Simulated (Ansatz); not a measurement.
```yaml
crystal:
  periodic: [false, false, false]
  atoms:
    - {symbol: Cu, position_ang: [0.001937, 0.000730, 0.000005]}
    - {symbol: N, position_ang: [0.005363, -0.025260, 1.984726]}
    - {symbol: H, position_ang: [0.716107, 0.553451, 2.650098]}
    - {symbol: H, position_ang: [-0.704505, -0.620983, 2.635933]}
    - {symbol: N, position_ang: [-0.004535, 0.025302, -1.984725]}
    - {symbol: H, position_ang: [0.703016, 0.620750, -2.638621]}
    - {symbol: H, position_ang: [-0.717382, -0.553978, -2.647405]}
basis:
  gaussian: {orbitals: 6-31G}
magnetization: {spin_polarized: false, initial_magnetization: 1}
hamiltonian: {xc: {name: wPBEh}}
scf: {lower_state_search: off}
output: {forces: true}
```

```sh
$ ansatz run in.yaml --threads 4 --pin off --events-out ev --progress --plain --max-ram 3916MiB
```

Shortened log:

```
Functional definition: wPBEh
675 factors; integrals over basis functions are off by at most 2.7e-4 eV
85 factors; integrals over basis functions are off by at most 3.6e-6 eV
mean field evaluation 1: about -47657.0854 eV, gradient 6.3e1 eV
mean field evaluation 2: about -47657.0752 eV, gradient 6.3e1 eV
mean field evaluation 4: about -47660.5311 eV, gradient 6.0e1 eV
mean field evaluation 8: about -47665.6281 eV, gradient 7.3e-1 eV
mean field evaluation 16: about -47665.6309 eV, gradient 4.0e-4 eV
mean field -47665.63086170 eV, -1751.6796252424 hartree, gradient 5.8e-6 eV, S^2 0.750000; 0 other end points of the search recorded, 0 dependent functions left out
reference -47665.63090281 eV, -1751.6796267533 hartree; 24, 23 occupied and 31, 32 virtual orbitals, 675 factors
Total energy: -47665.63090281 eV, -1751.6796267533 hartree
Atom 0 at     0.001937     0.000730     0.000005 Å, force    -0.006016    -0.002894    -0.000018 eV/Å
Atom 1 at     0.005363    -0.025260     1.984726 Å, force    -0.003581    -0.008017     0.665398 eV/Å
Atom 2 at     0.716107     0.553451     2.650098 Å, force    -2.345820    -1.910636    -2.154511 eV/Å
Atom 3 at    -0.704505    -0.620983     2.635933 Å, force     2.343397     1.965899    -2.106943 eV/Å
Atom 4 at    -0.004535     0.025302    -1.984725 Å, force    -0.005474     0.007642    -0.665306 eV/Å
Atom 5 at     0.703016     0.620750    -2.638621 Å, force    -2.335401    -1.964746     2.116501 eV/Å
Atom 6 at    -0.717382    -0.553978    -2.647405 Å, force     2.352895     1.912752     2.144879 eV/Å
Dipole moment:    -0.000287     0.000254     0.000003 e Å
Checks for a lower state left out: stability, starts, cluster_reference, orbital_swaps, neighbouring_geometries, increment
```

It took 0.6 s on 4 threads of Intel Xeon 6975P-C on a shared host.

The 6-31G sets use Cartesian d functions.

With spin_polarized false and unpaired electrons the run is restricted open-shell.
